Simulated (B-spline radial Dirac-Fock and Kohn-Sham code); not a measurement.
# K-line shifts caused by a second vacancy in Zr²⁺

System: the Zr²⁺ ion in the configuration 1s2 2s2 2p6 3s2 3p6 3d10 4s2 4p6 4d2, inside a Watson sphere of charge -2 and radius 1.6 Å (a model of the Madelung potential; inside it an electron's potential energy is raised by 18.0 eV).

The computed values come from a B-spline atomic structure program: multi-electron Dirac-Fock with separately optimised hole states, Breit and Lamb-shift corrections added in first order. Each two-hole energy is an average over J within one jj subconfiguration, not an observable level; in light atoms, where LS coupling holds, the j-resolved values are not observed lines, and for a K spectator the Kα1 hypersatellite is nearly forbidden. No correlation.

Lines without a spectator: Kα2 (K-L2) 15689.0 eV, Kα1 (K-L3) 15773.5 eV, Kβ3 (K-M2) 17649.7 eV, Kβ1 (K-M3) 17663.6 eV. Shifts in eV with one spectator hole (a dash: not computed, or left out as unreliable):

| spectator hole | Kα2 | Kα1 | Kβ3 | Kβ1 |
| --- | --- | --- | --- | --- |
| L2 (2p1/2) | +45.5 | +56.5 | – | +123.0 |
| L3 (2p3/2) | +47.9 | +46.9 | +113.7 | – |
| M2 (3p1/2) | – | +5.23 | +12.39 | +15.42 |
| M3 (3p3/2) | +4.21 | – | +13.73 | +13.15 |
| M4 (3d3/2) | +0.08 | -1.76 | – | – |
| M5 (3d5/2) | -2.00 | -0.75 | – | – |

Q: Where does the K-L3 hypersatellite lie, emitted when both K electrons are missing?

A: +449.8 eV from the normal line, at 16223.3 eV. Removing both K electrons costs 36616.1 eV, which is 606.1 eV more than twice the K binding energy.

With n spectator holes in 2p, averaged over the 2p shell (energies in eV):

```tsv
n	KαLⁿ	step	hypersatellite KαʰLⁿ
0	15745.3	–	16192.2
1	15795.0	+49.7	16243.2
2	15845.8	+50.8	16295.3
3	15897.8	+52.0	16348.6
4	15950.9	+53.2	16403.1
5	16005.3	+54.4	16458.8
```
